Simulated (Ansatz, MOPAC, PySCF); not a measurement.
C2H4F3O2Sb, SMILES `[OH][Sb]([OH])[CH2]C(F)(F)F`, neutral singlet in the gas phase. In the def2 sets core potentials replace the inner electrons of Sb.

Cartesian coordinates (Å):
```xyz
12

O     -2.3964    -1.4117    -0.4183
Sb    -1.1386    -0.9457     1.0632
O     -1.5817     0.9900     1.2050
C      0.6029    -0.6662    -0.3145
C      1.4734     0.5092     0.0026
F      0.8261     1.6833    -0.2342
F      2.6023     0.5472    -0.7238
F      1.8404     0.5239     1.3014
H     -2.6251    -0.6229    -0.9347
H     -1.0106     1.5448     0.6521
H      1.2124    -1.5806    -0.2683
H      0.1948    -0.5713    -1.3304
```
Charge 0, spin multiplicity 1.

All levels are single points at this geometry (B3LYP-D3(BJ)/def2-SVP); Pople sets use spherical d functions. Orbital energies aren't observables, and empty levels follow the basis.

```
level                                  HOMO (eV)  LUMO (eV)  gap (eV)  dipole (D)  vertical IE, Delta-SCF (eV)
-------------------------------------  ---------  ---------  --------  ----------  ---------------------------
PBE-D3(BJ)/def2-TZVP in Ansatz             -6.58      -1.89      4.69        1.38                         9.47
PBE0-D3(BJ)/def2-TZVP in Ansatz            -7.89      -1.11      6.77        1.51                         9.86
B3LYP/6-31G* (LANL2DZ on Sb) in PySCF      -7.33      -0.96      6.37        1.50                         9.62
AM1 in MOPAC                              -10.41      -0.02     10.39        1.83                            –
PM6 in MOPAC                              -10.66       0.09     10.75        1.68                            –
PM7 in MOPAC                              -10.83      -0.12     10.71        2.67                            –
```

Ansatz is a program for electronic structure.
